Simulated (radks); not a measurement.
Zr6+, configuration [Ar] 3d10 4s2 4p4 (the NIST ground configuration). Method: scalar-relativistic Kohn-Sham, r2SCAN, spin-polarised, spherical densities, finite nucleus; open shells are filled with parallel spins first (spin-orbit coupling, left out, can overturn this in heavy ions); meta-GGA in the generalised Kohn-Sham scheme; Fermi nuclear charge, rms radius 4.2694 fm; computed with a radial shooting solver on a logarithmic mesh with Libxc functionals.

Unscreened Slater integrals over Kohn-Sham orbitals (eV). They are taken over the spin-up orbitals. Empty in this configuration: 4d.

\begin{tabular}{lr}
integral & value \\ \hline
F0(4p,4p) & 19.634 \\
F2(4p,4p) & 10.489 \\
F0(4p,4s) & 20.374 \\
G1(4p,4s) & 13.969 \\
F0(4p,3d) & 25.162 \\
F2(4p,3d) & 6.0652 \\
G1(4p,3d) & 2.0074 \\
G3(4p,3d) & 1.9318 \\
F0(4p,4d) & 17.908 \\
F2(4p,4d) & 9.2219 \\
G1(4p,4d) & 11.600 \\
G3(4p,4d) & 7.2320 \\
F0(4s,4s) & 21.228 \\
F0(4s,3d) & 26.843 \\
G2(4s,3d) & 2.3192 \\
F0(4s,4d) & 18.437 \\
G2(4s,4d) & 8.6355 \\
F0(3d,3d) & 55.067 \\
F2(3d,3d) & 26.998 \\
F4(3d,3d) & 17.125 \\
F0(3d,4d) & 21.945 \\
F2(3d,4d) & 4.6075 \\
F4(3d,4d) & 2.0860 \\
G0(3d,4d) & 1.6191 \\
G2(3d,4d) & 1.8126 \\
G4(3d,4d) & 1.3615 \\
F0(4d,4d) & 16.617 \\
F2(4d,4d) & 8.6761 \\
F4(4d,4d) & 5.8287 \\
\end{tabular}

Derived for the open shells (J is the average intra-shell exchange parameter used in DFT+U). 4p: J = F2/5 = 2.098 eV.
